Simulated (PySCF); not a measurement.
SMILES [CH3][Ge]([CH3])([CH3])[SiH2][SiH3], GFN2-xTB optimised geometry.

```
20

Si    -0.24    -0.09    -1.89
Si     0.59     0.97     0.00
Ge    -0.15     0.02     2.04
C      1.35    -0.44     3.27
C     -1.36     1.24     3.05
C     -1.18    -1.66     1.74
H      0.28    -1.45    -2.03
H     -1.70    -0.20    -1.87
H      0.11     0.62    -3.12
H      2.06     0.97     0.00
H      0.24     2.40     0.00
H      2.01    -1.17     2.81
H      0.97    -0.87     4.20
H      1.93     0.44     3.52
H     -0.86     2.16     3.32
H     -2.24     1.50     2.46
H     -1.71     0.77     3.97
H     -2.06    -1.48     1.14
H     -0.57    -2.40     1.22
H     -1.50    -2.09     2.68
```

Density from CAM-B3LYP/def2-SVP run with PySCF 2.14.0 at that geometry.

Minimum of the electron density along straight lines between bonded atoms, close to the bond critical point (lines longer than 1.1 times the sum of covalent radii, or with two minima, are not listed):

| bond | length / Å | ρ at the minimum / e bohr⁻³ | ∇²ρ there / e bohr⁻⁵ | position (fraction from the first atom) |
|---|---|---|---|---|
| Ge3–C4 | 1.993 | 0.121 | 0.04 | 0.47 |
| Ge3–C5 | 1.993 | 0.121 | 0.04 | 0.47 |
| Ge3–C6 | 1.992 | 0.121 | 0.04 | 0.47 |
| Si1–H7 | 1.467 | 0.116 | 0.33 | 0.49 |
| Si1–H8 | 1.467 | 0.115 | 0.33 | 0.49 |
| Si1–H9 | 1.464 | 0.116 | 0.34 | 0.49 |
| Si2–H10 | 1.471 | 0.114 | 0.32 | 0.49 |
| Si2–H11 | 1.471 | 0.114 | 0.32 | 0.49 |
| C4–H12 | 1.087 | 0.273 | -0.99 | 0.63 |
| C4–H13 | 1.087 | 0.273 | -0.99 | 0.63 |
| C4–H14 | 1.087 | 0.273 | -0.99 | 0.63 |
| C5–H15 | 1.087 | 0.273 | -0.99 | 0.63 |
| C5–H16 | 1.087 | 0.273 | -0.99 | 0.63 |
| C5–H17 | 1.087 | 0.273 | -0.99 | 0.63 |
| C6–H18 | 1.087 | 0.273 | -0.99 | 0.63 |
| C6–H19 | 1.087 | 0.273 | -0.99 | 0.63 |
| C6–H20 | 1.086 | 0.273 | -0.99 | 0.63 |
